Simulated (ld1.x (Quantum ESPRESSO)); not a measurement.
Transferability test, TM potential for Mg (Z = 12)

- Element: Mg (Z = 12)
- Generator: ld1.x (Quantum ESPRESSO) 7.5
- Type: norm-conserving Troullier–Martins (Kleinman–Bylander form)
- Functional: LDA (PZ)
- Relativity: non-relativistic
- Frozen core: [He]
- Valence charge: 10
- Reference configuration: 2s2 2p6 3s0 3p0 (charge +2)
- Partial waves: 2s (bound): rc 0.85 bohr; 2p (bound): rc 1.05 bohr
- Local potential: all-electron potential smoothed inside 1.05 bohr (lloc = -1)
- Core correction: a·sin(br)/r model core inside 0.70 bohr

Energies are relative to the spin-unpolarised reference configuration 2s2 2p6 3s0 3p0; without spin polarisation the order of configurations can differ from experiment. Spin-polarised rows fill each open shell by Hund’s rule, majority spin first.

(1) Give the all-electron excitation energy and the error of the potential for: 2s2 2p6 3s2 3p0; 2s2 2p6 3s1 3p0; 2s2 2p6 3s1.5 3p0; 2s1 2p6 3s2 3p0; 2s2 2p5 3s2 3p0; 2s2 2p6 3s1 3p1; 2s2 2p6 3s0 3p1; 2s2 2p6 3s1 3p0 (spin-polarised); 2s2 2p6 3s1.5 3p0 (spin-polarised).

Results:

(1)

```json
{"valence configuration": "2s2 2p6 3s2 3p0", "charge": "0", "ΔE all-electron (eV)": "-23.085", "error AE − PS (meV)": "+523"}
{"valence configuration": "2s2 2p6 3s1 3p0", "charge": "+1", "ΔE all-electron (eV)": "-15.024", "error AE − PS (meV)": "+378"}
{"valence configuration": "2s2 2p6 3s1.5 3p0", "charge": "+0.5", "ΔE all-electron (eV)": "-19.898", "error AE − PS (meV)": "+471"}
{"valence configuration": "2s1 2p6 3s2 3p0", "charge": "+1", "ΔE all-electron (eV)": "67.517", "error AE − PS (meV)": "+1443"}
{"valence configuration": "2s2 2p5 3s2 3p0", "charge": "+1", "ΔE all-electron (eV)": "35.605", "error AE − PS (meV)": "+1728"}
{"valence configuration": "2s2 2p6 3s1 3p1", "charge": "0", "ΔE all-electron (eV)": "-19.578", "error AE − PS (meV)": "+275"}
{"valence configuration": "2s2 2p6 3s0 3p1", "charge": "+1", "ΔE all-electron (eV)": "-10.656", "error AE − PS (meV)": "-49"}
{"valence configuration": "2s2 2p6 3s1 3p0 (spin-polarised)", "charge": "+1", "ΔE all-electron (eV)": "-15.344", "error AE − PS (meV)": "+378"}
{"valence configuration": "2s2 2p6 3s1.5 3p0 (spin-polarised)", "charge": "+0.5", "ΔE all-electron (eV)": "-19.955", "error AE − PS (meV)": "+472"}
```
